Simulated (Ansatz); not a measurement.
Basis sets compared for Be9O9, a nanocrystal cut from wurtzite BeO (bare). The state is a singlet with charge 0. Geometry PBE-D4/def2-SVP. Ansatz on 2 threads of AMD EPYC 7R13 on a shared host and a share (18 GiB) of an NVIDIA H100 80GB HBM3; times are rough, and most runs start from earlier orbitals.

```csv
atom,x (Å),y (Å),z (Å)
Be1,0.402,-1.956,0.265
O2,0.701,-1.176,1.680
O3,1.793,-1.623,-0.459
Be4,1.916,-0.628,0.806
Be5,1.592,-0.225,-1.215
O6,2.030,0.758,0.028
Be7,-0.273,-0.014,1.996
O8,0.181,1.521,1.927
Be9,0.917,1.718,0.517
O10,-0.953,-1.886,-0.482
Be11,-0.801,-0.965,-1.773
O12,0.376,0.048,-2.134
Be13,-1.913,-0.627,-0.042
O14,-1.742,0.161,1.280
O15,-1.973,0.102,-1.468
Be16,-1.115,1.592,0.967
Be17,-0.724,1.104,-1.520
O18,-0.413,2.095,-0.372
```

Single mean-field runs in def2-TZVP are fitted with def2-universal-jkfit.

Binding counts from free atoms (Be singlet, O triplet) in the same basis, without a counterpoise term.

```json
{"level": "PBE-D4/def2-SVP", "functions": "207", "energy (Eh)": "-809.4039", "HOMO (eV)": "-7.27", "LUMO (eV)": "-1.87", "binding per atom (eV)": "5.54", "wall time": "10 s"}
{"level": "PBE0-D4/def2-SVP", "functions": "207", "energy (Eh)": "-809.4307", "HOMO (eV)": "-8.87", "LUMO (eV)": "-1.02", "binding per atom (eV)": "5.35", "wall time": "13 s"}
```

Estimate the rows for PBE-D4/def2-TZVP (with forces), PBE0-D4/def2-TZVP.


```json
{"level": "PBE-D4/def2-TZVP (with forces)", "functions": "450", "energy (Eh)": "-810.3823", "HOMO (eV)": "-6.89", "LUMO (eV)": "-1.84", "binding per atom (eV)": "5.50", "wall time": "4.8 s"}
{"level": "PBE0-D4/def2-TZVP", "functions": "450", "energy (Eh)": "-810.4166", "HOMO (eV)": "-8.45", "LUMO (eV)": "-1.06", "binding per atom (eV)": "5.34", "wall time": "5.5 s"}
```
